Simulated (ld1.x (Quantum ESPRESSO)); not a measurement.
## Building the PAW potential for carbon (C) (LDA (PZ), fully relativistic).

- Element: C
- Generator: ld1.x (Quantum ESPRESSO) 7.5
- Type: PAW
- Functional: LDA (PZ)
- Relativity: fully relativistic
- Frozen core: [He]
- Valence charge: 4
- Reference configuration: 2s2 2p2
- Partial waves: 2s (bound): rcut 1.00, rcutus 1.25 bohr; 2s channel at 2.55 Ry: rcut 1.00, rcutus 1.25 bohr; 2p (bound): rcut 1.85, rcutus 2.45 bohr; 2p channel at 0.95 Ry: rcut 1.85, rcutus 2.45 bohr; 3d channel at 0.3 Ry: rcut 2.00, rcutus 2.55 bohr
- Local potential: all-electron potential smoothed inside 1.10 bohr (lloc = -2)
- Core correction: Bessel-smoothed model core, default radius (core density twice the valence density)
- Augmentation charge: BESSEL, radius 0.85 bohr

Open shells are filled in proportion to 2j + 1 (rel_dist='average').

All-electron outer shells of the reference configuration (LDA (PZ), scalar-relativistic, ld1.x):

```tsv
shell	level (eV)	outermost node (bohr)	outermost maximum (bohr)
1s	-270.81	–	0.18
2s	-13.64	0.38	1.22
2p	-5.42	–	1.19
```

Calculated quality:

```json
{
 "Configuration tests": "test run stopped at test 2 of 7 (negative rho)"
}
```

The ghost test of this file was not conclusive.

Generation and tests took about 0.79 s on one core of a shared server CPU.
